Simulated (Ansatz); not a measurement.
Ideal-gas functions of GeH₄O₂S₂, SMILES `[OH][Ge]([OH])([SH])[SH]` at 298.15 K and 1 bar, from an Ansatz frequency run at PBE0-D4/def2-TZVP.

Molar mass 172.77 g/mol, point group C2 (symmetry number 2), electronic degeneracy 1, moments of inertia 192.804, 306.383, 349.676 u Å². Harmonic wavenumbers (cm⁻¹, unscaled): 89, 102, 151, 170, 216, 218, 252, 277, 294, 399, 440, 713, 732, 757, 765, 920, 935, 2713, 2713, 3880, 3882.

Use S(trans) = R[1.5 ln M + 2.5 ln T − 1.1517]; rotational temperatures θ = 24.2544 K / I; S(rot) = R[ln(√π/σ · √(T³/θAθBθC)) + 1.5]; for each mode x = 1.438777 ν̃/T, S = R[x/(eˣ − 1) − ln(1 − e⁻ˣ)] and H = RT x/(eˣ − 1); 1 cm⁻¹ = 0.0119627 kJ/mol; R = 8.31446 J/(mol·K).

Problem. By hand: the entropy, in J/(mol·K).

Solution. Translation 173.1. Rotation: θ = 0.1258, 0.0792, 0.0694 K, giving 112.8. Vibration, mode by mode: 15.41, 14.29, 11.13, 10.19, 8.34, 8.27, 7.18, 6.49, 6.07, 4.04, 3.46, 1.22, 1.13, 1.03, 0.99, 0.54, 0.51, 0.00, 0.00, 0.00, 0.00, in all 100.3. Electronic 0.0. Sum 386.2 J/(mol·K).

Problem. By hand: H − E and G − E in kJ/mol, counted from the electronic energy.

Solution. Zero-point energy ½ × 20618 × 0.0119627 = 123.3; thermal vibration 16.4; translation, rotation and pV give 4 RT = 9.9. H − E = 149.6 kJ/mol, and G − E = 149.6 − 298.15 × 386.2/1000 = 34.5 kJ/mol.

Vibration gives 26 % of the entropy, 29.7 J/(mol·K) of it from the modes under 150 cm⁻¹: soft modes count most, and the harmonic formula is weakest for them. The sum counts one conformer and one mirror image; others add a mixing term.
